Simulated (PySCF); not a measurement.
## How methods differ on the excitation energy of Ag

Ag [Kr] 4d10 5s1 (2S) → Ag [Kr] 4d10 5p1 (2P), as a difference of total energies. Computed with PySCF 2.14 in ANO-RCC-VTZP (7s6p4d2f1g, 68 functions), with the spin-free X2C one-electron Hamiltonian (Gaussian nucleus). Correlated levels: valence and next inner shell: [Ar] 3d10 frozen. The calculations carry no spin-orbit coupling.

| method | excitation energy (eV) |
| --- | --- |
| UHF | 3.614 |
| MP2 (valence and next inner shell) | 4.140 |
| SCS-MP2 (valence and next inner shell) | 4.075 |
| CCSD (valence and next inner shell) | 4.059 |
| CCSD(T) (valence and next inner shell) | 4.086 |

Q: How much does correlation contribute at CCSD(T) (valence and next inner shell)?

A: 4.086 − (3.614) = 0.472 eV, measured against UHF.

Errors of the correlated levels include the incompleteness of this basis and the frozen core.

The basis was made for the ground configuration and has no added diffuse functions, so the excitation energy can come out too high.

For comparison: 3.740 eV (measured; NIST levels, between the centres of gravity of the two terms).
